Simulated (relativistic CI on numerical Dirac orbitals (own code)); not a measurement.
## Eu2+: q coefficients and field-shift factors

These numbers are calculated, not measured: Dirac-Coulomb-Breit CI, orbitals from a KLI potential per configuration, valence Slater integrals scaled by 0.85, P86 correlation energy added to each configuration, derivatives by finite differences, QED left out (own radial code, finite nucleus).

CI space (outside the closed core [Xe]): 4f⁷. The list is cut by size and lacks configurations that can hold low levels.

With x = (α/α₀)² − 1 an excitation energy changes as ω = ω₀ + qx; K = 2q/ω₀ is the relative enhancement. Terms are leading LS components, so labels can repeat. The field-shift factor is F = δν/δ⟨r²⟩ for the transition from the lowest level.

Lowest level 4f⁷ ⁸S°7/2.

| Level | ω₀ (cm⁻¹) | q (cm⁻¹) | K | F (GHz/fm²) |
| --- | --- | --- | --- | --- |
| 4f⁷ ⁶P°7/2 | 28124.7 | -3863 | -0.275 | 0.737 |
| 4f⁷ ⁶P°5/2 | 28549.6 | -3142 | -0.22 | 0.768 |
| 4f⁷ ⁶P°3/2 | 28965.8 | -2455 | -0.17 | 0.795 |
| 4f⁷ ⁶I°7/2 | 30626.5 | -3336 | -0.218 | 0.819 |
| 4f⁷ ⁶I°9/2 | 30893.2 | -2802 | -0.181 | 0.835 |
| 4f⁷ ⁶I°17/2 | 30969.5 | -2546 | -0.164 | 0.825 |
| 4f⁷ ⁶I°11/2 | 31111.1 | -2379 | -0.153 | 0.846 |
| 4f⁷ ⁶I°15/2 | 31219.3 | -2122 | -0.136 | 0.845 |
| 4f⁷ ⁶I°13/2 | 31237.0 | -2129 | -0.136 | 0.85 |
| 4f⁷ ⁶D°9/2 | 34864.2 | -2972 | -0.17 | 0.93 |
| 4f⁷ ⁶D°1/2 | 35503.4 | -1799 | -0.101 | 0.98 |
| 4f⁷ ⁶D°7/2 | 35616.5 | -1785 | -0.1 | 0.978 |
| 4f⁷ ⁶D°3/2 | 35694.5 | -1494 | -0.0837 | 0.991 |
| 4f⁷ ⁶D°5/2 | 35812.3 | -1365 | -0.0762 | 0.995 |
| 4f⁷ ⁴D°7/2 | 44057.4 | -8250 | -0.375 | 1.1 |
| 4f⁷ ⁶G°5/2 | 44793.6 | -6581 | -0.294 | 1.15 |
| 4f⁷ ⁶G°9/2 | 45253.7 | -5541 | -0.245 | 1.17 |
| 4f⁷ ⁶G°11/2 | 45359.9 | -5570 | -0.246 | 1.16 |
| 4f⁷ ⁶G°3/2 | 45545.2 | -5395 | -0.237 | 1.2 |
| 4f⁷ ⁶G°7/2 | 46453.5 | -4950 | -0.213 | 1.23 |
| 4f⁷ ⁴N°17/2 | 46738.3 | -5606 | -0.24 | 1.24 |
| 4f⁷ ⁴D°1/2 | 46742.5 | -4093 | -0.175 | 1.27 |
| 4f⁷ ⁶G°13/2 | 46848.7 | -4120 | -0.176 | 1.23 |

For a near-neutral ion this model can misplace configurations by up to about 10,000 cm⁻¹ (more where the count of f electrons changes) and terms by 10 to 25 % of their spread. Rates follow the energies as ν³ (E1, M1) or ν⁵ (E2), so they and the lifetimes can be off by large factors. The fine structure of a lone outer electron comes out too small, for d and f at times inverted, and misplaced configurations move strength between like terms.
